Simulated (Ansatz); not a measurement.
Relaxation of C2H7FNSb (12 atoms, charge 0, multiplicity 1), to a largest force component of 0.015 eV/Å in at most 40 steps.

Method: RHF/def2-SVP in Ansatz.

```xyz
12
Properties=species:S:1:pos:R:3:forces:R:3
C -1.502 -0.140 0.715 -2.25 2.96 -1.53
N -0.230 -0.350 1.255 2.45 -3.27 1.69
Sb -0.239 -0.037 3.328 -0.27 0.47 -0.51
C 0.219 2.080 3.154 -1.74 -0.61 -3.46
F -2.180 0.290 3.489 1.01 -0.21 -0.06
H -1.877 0.958 0.931 0.82 -2.30 -0.53
H -1.515 -0.254 -0.391 0.06 0.01 0.59
H -2.239 -0.787 1.145 -0.91 -0.40 -0.02
H 0.046 -1.396 1.102 -0.68 3.05 0.34
H 0.052 2.565 4.068 -0.04 0.92 1.42
H -0.539 2.479 2.348 1.61 -0.67 1.78
H 1.226 2.204 2.750 -0.05 0.06 0.29
```

Problem. Where does it end, and by what steps?

Solution. The forces met the threshold. After 14 steps the energy has fallen by 0.841 eV; H12 moved furthest, 0.74 Å.

| step | energy less start (eV) | largest force component (eV/Å) | accepted |
| --- | --- | --- | --- |
| 0 | 0.0000 | 3.460 | yes |
| 1 | -0.6516 | 1.603 | yes |
| 2 | -0.7239 | 1.002 | yes |
| 3 | -0.7906 | 0.549 | yes |
| 4 | -0.8105 | 0.277 | yes |
| 5 | -0.8266 | 0.194 | yes |
| 6 | -0.8328 | 0.162 | yes |
| 7 | -0.8373 | 0.100 | yes |
| 8 | -0.8375 | 0.100 | yes |
| 9 | -0.8394 | 0.041 | yes |
| 10 | -0.8398 | 0.075 | yes |
| 11 | -0.8401 | 0.058 | yes |
| 12 | -0.8406 | 0.034 | yes |
| 13 | -0.8407 | 0.020 | yes |
| 14 | -0.8407 | 0.003 | yes |

```xyz
12
Properties=species:S:1:pos:R:3
C -1.372 -0.008 0.602
N -0.398 -0.599 1.498
Sb -0.049 -0.057 3.394
C 0.017 2.063 3.043
F -1.887 0.032 4.003
H -1.329 1.080 0.660
H -1.147 -0.280 -0.432
H -2.402 -0.309 0.816
H -0.288 -1.583 1.343
H 0.350 2.573 3.947
H -0.982 2.414 2.788
H 0.709 2.286 2.231
```

Run time: 19 s on 2 threads of AMD EPYC 9R45 96-Core Processor (Zen 5), with other jobs on the host, peak memory 0.3 GiB.
